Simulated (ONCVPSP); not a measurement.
Scattering properties, ONCV potential for argon

| Item | Value |
| --- | --- |
| Element | Ar |
| Generator | ONCVPSP 4.0.1 |
| Type | optimised norm-conserving Vanderbilt (ONCV) |
| Functional | PBE |
| Relativity | scalar-relativistic |
| Frozen core | [Ne] |
| Valence charge | 8 |
| Reference configuration | 3s2 3p6 |
| Partial waves | 3s: rc 1.10 bohr, ncon 4, nbas 7, qcut 6.7 1/bohr, 3 projectors, debl 1.5 Ha; 3p: rc 0.95 bohr, ncon 3, nbas 7, qcut 7.9 1/bohr, 3 projectors, debl 0.9 Ha; d scattering state at 0.36 Ha: rc 0.85 bohr, ncon 3, nbas 8, qcut 11.8 1/bohr, 2 projectors, debl 3.4 Ha |
| Local potential | polynomial inside 0.70 bohr (lpopt 4, dvloc0 0 Ha) |
| Core correction | Teter function, fcfact 3.25, rcfact 1.4 |

The phase is arctan(r·R′/R) of the radial function R(r), unwrapped; energies in Ha, scanned from -2 to 5 Ha. A pole is an energy at which the radial function vanishes at the test radius. The pseudo phase is shifted by a multiple of π to meet the all-electron one at the reference energy, and phase errors are pseudo minus all-electron; the curves can meet again beyond the range given. Levels narrower than the energy grid can be missing from the lists of poles.

| channel | radius (bohr) | reference energy (Ha) | poles, all-electron | poles, pseudo | unbroken range about the reference energy with phases within 0.05 rad | phase error 1 Ha above the reference energy (rad) |
| --- | --- | --- | --- | --- | --- | --- |
| s | 1.12 | -0.89 | none | none | the whole range | +0.000 |
| p | 0.97 | -0.38 | none | none | the whole range | +0.000 |
| d | 0.86 | 0.36 | none | none | the whole range | -0.000 |

Note: ghosts flagged at negative energy: s at -275.6 eV, p at -214.3 eV; GHOST(+) flags only above 600 eV. A true bound ghost makes a file unfit for plane-wave use.

Phases in the p channel:

```
E (Ha)  all-electron  pseudo
 -1.98         0.649   0.648
 -1.80         0.595   0.594
 -1.62         0.536   0.535
 -1.44         0.471   0.470
 -1.26         0.401   0.400
 -1.08         0.326   0.325
 -0.90         0.244   0.243
 -0.72         0.158   0.157
 -0.54         0.068   0.067
 -0.36        -0.026  -0.026
 -0.18        -0.121  -0.121
  0.00        -0.215  -0.216
  0.18        -0.308  -0.308
  0.36        -0.398  -0.398
  0.54        -0.484  -0.484
  0.72        -0.564  -0.564
  0.90        -0.639  -0.639
  1.08        -0.708  -0.708
  1.26        -0.772  -0.771
  1.44        -0.830  -0.829
  1.62        -0.883  -0.882
  1.80        -0.931  -0.931
  1.98        -0.976  -0.975
  2.16        -1.016  -1.016
  2.34        -1.053  -1.052
  2.52        -1.087  -1.086
  2.70        -1.118  -1.117
  2.88        -1.147  -1.146
  3.06        -1.173  -1.173
  3.24        -1.198  -1.197
  3.42        -1.220  -1.220
  3.60        -1.241  -1.241
  3.78        -1.261  -1.260
  3.96        -1.279  -1.279
  4.14        -1.296  -1.296
  4.32        -1.312  -1.312
  4.50        -1.328  -1.327
  4.68        -1.342  -1.341
  4.86        -1.355  -1.355
```
